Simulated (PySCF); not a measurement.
# The first ionisation energy along the 4d series

All values are computed (PySCF 2.14, energy differences of UHF-based or UKS calculations, no spin-orbit coupling). Values in eV. The last column holds reference values (NIST; (s) semi-empirical, (t) theoretical, else measured). Unmarked ones compare directly (S terms, centres of terms, or small fine structure); those marked * lie between the lowest fine-structure levels and include a spin-orbit shift.

```
                           element                 configurations    UHF  MP2 (valence)  SCS-MP2 (valence)  reference
Zr (cc-pVTZ-PP with ECP28MDF, ECP)    [Kr] 4d2 5s2 → [Kr] 4d2 5s1  5.184          6.088              6.278      6.639
Nb (cc-pVTZ-PP with ECP28MDF, ECP)        [Kr] 4d4 5s1 → [Kr] 4d4  5.985          6.435              6.135      6.776
Mo (cc-pVTZ-PP with ECP28MDF, ECP)        [Kr] 4d5 5s1 → [Kr] 4d5  6.244          6.786              6.424      7.092
Tc (cc-pVTZ-PP with ECP28MDF, ECP)    [Kr] 4d5 5s2 → [Kr] 4d5 5s1  5.537          6.673              6.931      7.119
Ru (cc-pVTZ-PP with ECP28MDF, ECP)        [Kr] 4d7 5s1 → [Kr] 4d7  6.291          7.100              6.843      7.365
Rh (cc-pVTZ-PP with ECP28MDF, ECP)        [Kr] 4d8 5s1 → [Kr] 4d8  6.312          7.201              6.983      7.479
Pd (cc-pVTZ-PP with ECP28MDF, ECP)           [Kr] 4d10 → [Kr] 4d9  6.241          8.469              8.241      8.512
Cd (cc-pVTZ-PP with ECP28MDF, ECP)  [Kr] 4d10 5s2 → [Kr] 4d10 5s1  7.358          8.756              8.728      8.994
```

```tsv
method	elements	mean error (eV)	mean absolute error (eV)	largest error (eV)
UHF	8	-1.353	1.353	-2.271
MP2 (valence)	8	-0.309	0.309	-0.550
SCS-MP2 (valence)	8	-0.427	0.427	-0.668
```

Errors include the incompleteness of the basis and the frozen core.

"Valence" correlates the outer s and p shells and, in groups 3 to 12 and the f block, the outer d or f shell, open or full, or the next shell where the ion has no valence electron left; the wider scheme adds the next inner shell.
